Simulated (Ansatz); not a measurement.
Start from `C[SiH](O)[GeH2][OH]` and change one atom or group to get `C[SiH](O)[GaH2]`.

Ansatz, PBE0-D4/def2-TZVP geometries, multiplicity 1. Each molecule was computed in one conformer, which needn't be the lowest.

Scalar relativity is left out up to krypton.

| property | `C[SiH](O)[GeH2][OH]` |
| --- | --- |
| LUMO energy (ωB97M-V/def2-TZVPP) / eV | 1.24 |
| HOMO energy (PBE/def2-TZVPP) / eV | -6.08 |
| size of the dipole moment (B3LYP/def2-TZVPP) / D | 2.66 |
| LUMO energy (PBE/def2-TZVPP) / eV | -1.30 |
| HOMO–LUMO gap (PBE0/def2-TZVPP) / eV | 6.91 |
| HOMO–LUMO gap (ωB97M-V/def2-TZVPP) / eV | 10.71 |

Problem. What does the change do to each property? (An estimate is asked.)

Solution. Computed: 
| property | `C[SiH](O)[GaH2]` | shift |
| --- | --- | --- |
| LUMO energy (ωB97M-V/def2-TZVPP) / eV | -0.25 | -1.49 |
| HOMO energy (PBE/def2-TZVPP) / eV | -6.07 | 0.01 |
| size of the dipole moment (B3LYP/def2-TZVPP) / D | 1.91 | -0.75 |
| LUMO energy (PBE/def2-TZVPP) / eV | -2.80 | -1.50 |
| HOMO–LUMO gap (PBE0/def2-TZVPP) / eV | 5.18 | -1.73 |
| HOMO–LUMO gap (ωB97M-V/def2-TZVPP) / eV | 8.94 | -1.77 |

With PBE0 the HOMO rises by 0.21 eV and the LUMO falls by 1.52 eV, so the gap narrows by about 1.73 eV. PBE moves the HOMO by 0.01 eV and ωB97M-V by 0.28 eV. Dipoles are sizes alone; their direction can turn.

B3LYP here is the variant with VWN-RPA as its local correlation; programs differ in this.
